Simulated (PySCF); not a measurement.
B(CCH)(Cl)2, C₂HBCl₂, SMILES C#CB(Cl)Cl (PBE0/def2-SVP optimised geometry):

```
6

B     -1.463     0.000     0.000
C      0.052     0.000     0.000
C      1.269     0.002    -0.002
H      2.345     0.003    -0.002
Cl    -2.345    -1.509     0.000
Cl    -2.344     1.509     0.000
```

Calculation: PBE0/def2-TZVP run with PySCF 2.14.0.

### Question
What are the frontier orbital energies and the dipole moment?

### Answer
HOMO-2 -9.38 eV, HOMO-1 -8.91 eV, HOMO -8.57 eV, LUMO -2.36 eV, LUMO+1 -0.04 eV; dipole moment 1.66 D.

On the same geometry PBE/def2-TZVP run with PySCF gives HOMO-2 -7.98 eV, HOMO-1 -7.70 eV, HOMO -7.28 eV, LUMO -3.21 eV, LUMO+1 -1.04 eV; dipole moment 1.54 D.

Meta-Löwdin charges at PBE0/def2-TZVP: B1 0.11, C2 -0.12, C3 -0.12, H4 0.19, Cl5 -0.03, Cl6 -0.03.
